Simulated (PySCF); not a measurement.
**Excited states of Kr¹⁸⁺ (krypton, charge +18)**

Ground state [Ar], ¹S. Calculation: PySCF 2.14, in an even-tempered Gaussian basis (21 s from 0.272 bohr⁻², ratio 2.5; 14 p from 0.352 bohr⁻², ratio 2.5; 7 d from 0.226 bohr⁻², ratio 2.7; 3 f from 18 bohr⁻², ratio 2.7); the spin-free X2C one-electron Hamiltonian (Gaussian nucleus). Vertical excitation energies in eV without spin-orbit coupling; excited terms of each kind are numbered among those the solver found. Frozen: [Ne].

```tsv
term	leading excitation	EOM-EE-CCSD
1 3P°	3p → d	94.597
1 3F°	3p → d	98.669
1 1D°	3p → d	104.77
1 3D°	3p → d	105.04
1 1F°	3p → d	105.37
1 1P°	3p → d	130.40
1 3D	3s → d	170.24
1 1D	3s → d	174.56
```

The spin-orbit splitting of the hole, absent here, rivals or exceeds the spacing of these terms, so the LS terms are model states.

The solver can miss terms. The 30 highest virtual orbitals were dropped.
